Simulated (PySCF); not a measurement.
# Potential energy of Bi₂⁺ along the bond

Set-up: basis Bi cc-pVDZ-PP with ECP60; scalar-relativistic core potentials; PySCF 2.14. Energies in eV from Bi⁺ + Bi in their ground configurations at the same level. State: doublet, unpaired electrons π ↑.

All columns are PBE0.

```tsv
R (Å)	E (eV)	HOMO (eV)	LUMO (eV)	Mayer bond order	⟨S²⟩
2.376	-1.496	-12.23	-10.56	2.45	0.75
2.487	-2.277	-11.94	-10.29	2.46	0.75
2.597	-2.678	-11.68	-10.05	2.47	0.75
2.680	-2.802	-11.50	-9.90	2.48	0.75
2.763	-2.818	-11.39	-9.76	2.38	0.85
2.846	-2.774	-11.37	-9.65	2.18	1.04
2.956	-2.654	-11.35	-9.53	1.98	1.23
3.095	-2.443	-11.32	-9.41	1.79	1.41
3.260	-2.146	-11.20	-9.34	1.61	1.57
3.481	-1.742	-11.04	-9.37	1.36	1.74
```

⟨S²⟩ of the unrestricted solution departs from its pure value on part of the curve, where spin states mix. Spin–orbit coupling is left out, which matters for elements this heavy, above all for dissociation energies. The state was picked by a PBE0 search and need not be the measured ground state.
